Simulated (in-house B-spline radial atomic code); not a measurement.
## Response and correlation of Cr¹²⁺

Closed shell [Ne] 3s2. Computed with a B-spline radial code for spherical atoms: Dirac-Hartree-Fock, relativistic RPA (time-dependent Dirac-Hartree-Fock) for the response and second-order many-body perturbation theory for correlation, no-pair Dirac-Coulomb Hamiltonian, finite nucleus.

```tsv
multipole (bohr³, bohr⁵, bohr⁷)	uncoupled	coupled RPA
dipole	0.40125	0.48028
quadrupole	0.10761	0.13048
octupole	0.058245	?
```

(1) What is the coupled octupole polarisability?

(2) Which subshells carry the dipole polarisability?

(3) What does the dipole shielding factor come to?

Dipole polarisability at imaginary frequency:

```json
{"u (Eh)": "0", "α(iu) (bohr³)": "0.4803"}
{"u (Eh)": "0.937", "α(iu) (bohr³)": "0.3334"}
{"u (Eh)": "2.34", "α(iu) (bohr³)": "0.1367"}
{"u (Eh)": "4.69", "α(iu) (bohr³)": "0.0531"}
{"u (Eh)": "7.03", "α(iu) (bohr³)": "0.03138"}
{"u (Eh)": "9.37", "α(iu) (bohr³)": "0.02221"}
{"u (Eh)": "14.1", "α(iu) (bohr³)": "0.01402"}
{"u (Eh)": "18.7", "α(iu) (bohr³)": "0.01026"}
{"u (Eh)": "23.4", "α(iu) (bohr³)": "0.007936"}
{"u (Eh)": "32.8", "α(iu) (bohr³)": "0.005213"}
{"u (Eh)": "46.9", "α(iu) (bohr³)": "0.003155"}
{"u (Eh)": "70.3", "α(iu) (bohr³)": "0.001666"}
{"u (Eh)": "93.7", "α(iu) (bohr³)": "0.001022"}
{"u (Eh)": "141", "α(iu) (bohr³)": "0.0004919"}
{"u (Eh)": "234", "α(iu) (bohr³)": "0.000192"}
{"u (Eh)": "469", "α(iu) (bohr³)": "5.105e-05"}
```

(4) What dispersion coefficients follow for two such ions (the dispersion part alone)?

Lowest J = 1 odd-parity excitations:

```tsv
energy (eV)	oscillator strength	leading channel	weight
22.558	0.00132	3s1/2 → p1/2	0.718
37.353	0.863	3s1/2 → p3/2	0.716
182.68	0.0157	3s1/2 → p1/2	0.831
184.23	0.356	3s1/2 → p3/2	0.831
247.51	0.0075	3s1/2 → p1/2	0.865
248.12	0.116	3s1/2 → p3/2	0.865
282.4	0.00482	3s1/2 → p1/2	0.88
282.78	0.0631	3s1/2 → p3/2	0.88
```

Second-order correlation energy by the highest angular momentum of the excited pair (hartree): s -0.01879, p -0.1896, d -0.2129, f -0.0548, g -0.02067, h -0.007901, i -0.003642, k -0.001904.

(5) What is the second-order correlation energy at the partial-wave limit?

Answers

(1) 0.063643 atomic units, +9 % against the uncoupled value.

(2) 3s1/2 100.2 %, 2p3/2 -0.1 %, 2p1/2 -0.1 %.

(3) The dipole shielding factor is 0.500, against the exact N/Z = 12/24 = 0.500 of the non-relativistic theorem.

(4) C6 = (3/π)∫α(iu)²du = 0.256 hartree·bohr⁶ and C8 = 0.4976 hartree·bohr⁸.

(5) The listed waves sum to -0.5102 hartree; extrapolating the increments as (l + 1/2)⁻⁴ gives -0.51409 hartree, -1.17 eV per electron.
